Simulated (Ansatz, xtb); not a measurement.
## C3H10SSeSi: which of two isomers lies lower

We compare X, `CC[Si@H](S)[Se]C`, a singlet, with Y, `CC[Si@H]([SeH])SC`, a singlet. Both are isolated molecules in the gas phase, relaxed with PBE-D3(BJ)/def2-SVP, each in the lowest conformer that the search found.

X (Å):

```xyz
16

C    -0.5842    1.5954    2.7526
C    -0.3343    1.2649    1.2746
C    -0.0451   -1.8217   -1.3478
S     2.8788    1.0620    1.6739
Se    1.4028   -0.4750   -1.2405
Si    1.0926    0.0603    0.9720
H     0.3021    2.0728    3.2178
H    -0.8109    0.6834    3.3427
H    -1.4405    2.2903    2.8750
H    -0.1214    2.1810    0.6823
H    -1.2363    0.8087    0.8096
H     0.8421   -1.2310    1.7160
H     3.6966    0.0034    1.4138
H     0.0451   -2.5514   -0.5213
H    -1.0380   -1.3362   -1.3245
H     0.0840   -2.3449   -2.3133
```

Y (Å):

```xyz
16

C    -0.9866    0.3133    2.7266
C    -0.3542    1.1503    1.6074
C     0.2296   -1.4584   -0.9302
S     1.3766   -1.5322    0.5043
Se    2.0257    1.9543   -0.6102
Si    1.3669    0.5407    1.0996
H    -0.3864    0.3615    3.6585
H    -1.0524   -0.7560    2.4389
H    -2.0096    0.6653    2.9715
H    -0.2552    2.2173    1.9052
H    -0.9924    1.1466    0.6967
H     2.3354    0.5693    2.2495
H     3.3147    1.2380   -0.7833
H    -0.8199   -1.3318   -0.6012
H     0.5146   -0.6311   -1.6105
H     0.3253   -2.4208   -1.4665
```

Quicker runs give these differences E(Y) − E(X): GFN2-xTB +7.32 kJ/mol; HF/STO-3G −5.56 kJ/mol (at GFN2-xTB geometries); r2SCAN-D4/def2-SVP −8.74 kJ/mol (at GFN2-xTB geometries).

Task: Which of the two would you expect CCSD(T)/def2-SVP + ΔMP2/def2-TZVPP electronic energies to favour?

Result: Too close to call at this level: CCSD(T)/def2-SVP + ΔMP2/def2-TZVPP gives E(Y) − E(X) = +2.74 kJ/mol.

How the difference moves with the method:

```
                             level             geometry  E(Y) − E(X) (kJ/mol)  departure from the last row (kJ/mol)  job, with rough time for the two
                          GFN2-xTB             GFN2-xTB                   +7.32                                 +4.57              optimisation, 0.34 s
                         HF/STO-3G             GFN2-xTB                   −5.56                                 −8.31              single point, 0.58 s
                r2SCAN-D4/def2-SVP             GFN2-xTB                   −8.74                                −11.48               single point, 5.3 s
               PBE-D3(BJ)/def2-SVP  PBE-D3(BJ)/def2-SVP                   −3.79                                 −6.54                optimisation, 52 s
                       HF/def2-SVP  PBE-D3(BJ)/def2-SVP                   +0.92                                 −1.83           part of the CCSD(T) run
                      MP2/def2-SVP  PBE-D3(BJ)/def2-SVP                   −3.63                                 −6.38           part of the CCSD(T) run
                  CCSD(T)/def2-SVP  PBE-D3(BJ)/def2-SVP                   −4.33                                 −7.08                      single point
CCSD(T)/def2-SVP + ΔMP2/def2-TZVPP  PBE-D3(BJ)/def2-SVP                   +2.74                                                   single point, 2.1 min
```

As drawn, Y has 1 C–S, 1 Se–H in place of 1 C–Se, 1 S–H.

The largest departure from CCSD(T)/def2-SVP + ΔMP2/def2-TZVPP is that of r2SCAN-D4/def2-SVP, 11.48 kJ/mol. The last row adds to CCSD(T) the change of the MP2 difference between the two basis sets, here +7.08 kJ/mol.

With thermal terms from frequencies at re-optimised GFN2-xTB minima (ideal gas, soft modes damped towards free rotors, one conformer each, 298.15 K, 1 atm): the zero-point term adds −0.40 kJ/mol; ΔH is +2.26 and ΔG +2.27 kJ/mol.

The correlated steps freeze 22 core orbitals; the filled d shell of Se is correlated, in a basis made for valence electrons. Programs: Ansatz 0.2.0, xtb 6.7.1; the last row on 4 threads of Arm Neoverse V1 on a shared host.
